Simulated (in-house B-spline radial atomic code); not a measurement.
Results of a calculation; reference values are marked as such.
Ghost states of the separable form: W

W, [Xe] 4f14 5d4 6s2, non-relativistic PBE (a model for so heavy an element), spherical and spin-unpolarised, from an all-electron radial atomic-structure program (B-spline basis) (atomic units; all potentials screened as in the neutral atom).

Troullier-Martins channels: 6s (ε = -0.1747, r_c = 3.302 bohr), 5d (ε = -0.2133, r_c = 1.631 bohr). In the Kleinman-Bylander form one channel serves as the local potential, and each other channel l becomes |δV u><u δV|/<u|δV|u>, with δV = V_l − V_local and u the pseudo-orbital. Its strength is E_KB = <u|δV²|u>/<u|δV|u>. By the analysis of Gonze, Stumpf and Scheffler a spurious state lies below the reference level ε if E_KB > 0 and ε is above the second level of the local potential alone, or if E_KB < 0 and ε is above its first. The table's levels are those of angular momentum l in a sphere of 9 bohr, whose wall can lift a shallow ε a little above its free-atom value.

```
local  channel  <u δV u>  <u δV² u>        ε  first local level  second local level
    s        d   -1.8753     7.0458  -0.2133             0.0696              0.3146
    d        s   0.19517    0.50735  -0.1735            -3.3626             -0.4835
```

Question: Apply the rule to each row.

Answer: Local s, channel d: E_KB = -3.76, so ε = -0.2133 is set against 0.0696: no ghost. Local d, channel s: E_KB = +2.6, so ε = -0.1735 is set against -0.4835: a ghost.

Diagonalising the separable Hamiltonian gives:

```csv
local,channel,three lowest levels,"all-electron, two lowest valence levels"
s,d,"-0.2133, 0.1159, 0.4231","-0.2133, 0.1141"
d,s,"-1.8232, -0.1735, 0.1117","-0.1735, 0.1126"
```

Question: Which choices of local channel are safe?

Answer: Free of ghosts: s. With d local the s channel has a ghost 1.65 hartree below ε, since the local potential binds more than one state below ε, and a repulsive term of rank one raises each level at most to the next, so it clears only one of them. Among the safe choices the second level, which tests transfer, is off by at most 1.8 millihartree (s local).
